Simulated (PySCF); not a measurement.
Run record: geometry optimisation, acenaphthene (`c1cc2c3c(cccc3c1)CC2`).

Computed with PBE0-D3(BJ)/def2-SVP geometry optimisation, gas phase (PySCF 2.14.0). Start geometry: GFN2-xTB. A driver script takes a list of jobs; this job's settings line and coordinates (Å) are shown.

Command:
```bash
OMP_NUM_THREADS=1 python probes_run.py task.json out
```

Input:
```
{"job": {"xc": "PBE0", "basis": "def2-SVP", "d3": "d3bj", "grid": 1, "shake": 0.01, "kind": "geom"}, "charge": 0, "multiplicity": 1}
C     -2.170600    -1.642700    -0.294590
C     -0.907060    -2.190890    -0.280260
C      0.156490    -1.362430    -0.136970
C     -0.010130     0.023210    -0.005570
C      1.149470     0.735650     0.134450
C      1.084270     2.105780     0.276340
C     -0.167730     2.720130     0.264100
C     -1.329750     2.022980     0.115140
C     -1.315990     0.618410    -0.000390
C     -2.408850    -0.270540    -0.165510
C      2.295310    -0.226730     0.128970
C      1.661830    -1.619520    -0.054840
H     -3.066370    -2.268500    -0.425940
H     -0.805790    -3.253410    -0.371860
H      1.972380     2.693400     0.395810
H     -0.219000     3.811370     0.378490
H     -2.293140     2.543870     0.111530
H     -3.420740     0.133650    -0.191470
H      2.985350     0.000490    -0.696520
H      2.852180    -0.160920     1.052580
H      1.989450    -2.106240    -0.983570
H      1.903330    -2.302660     0.763560
```

Output:
```
step   0  E = -462.45785276  max force = 0.058089
step   1  E = -462.46538689  max force = 0.008769
step   2  E = -462.46547878  max force = 0.004224
step   3  E = -462.46558802  max force = 0.001435
step   4  E = -462.46560454  max force = 0.001327
step   5  E = -462.46560909  max force = 0.001455
step   6  E = -462.46561385  max force = 0.000256
optimisation converged
```

Energies in Eh; «max force» is the largest Cartesian gradient component in Eh/bohr.

**Question.** Give the first gradient maximum in eV/Å.

**Answer.** With 1 Eh/bohr = 51.422 eV/Å, 2.987 eV/Å.

Summary of the converged run: final energy -462.46561 Eh after 6 steps; dipole 0.94 D.

On one thread, Arm Neoverse V1 (aarch64), no GPU, shared host with 32 logical CPUs at a one-minute load of 21, this took 3.5 min wall and 0.92 GiB of memory at its peak.
Labels such as C1 count atoms from 1, the log's own numbers from 0.
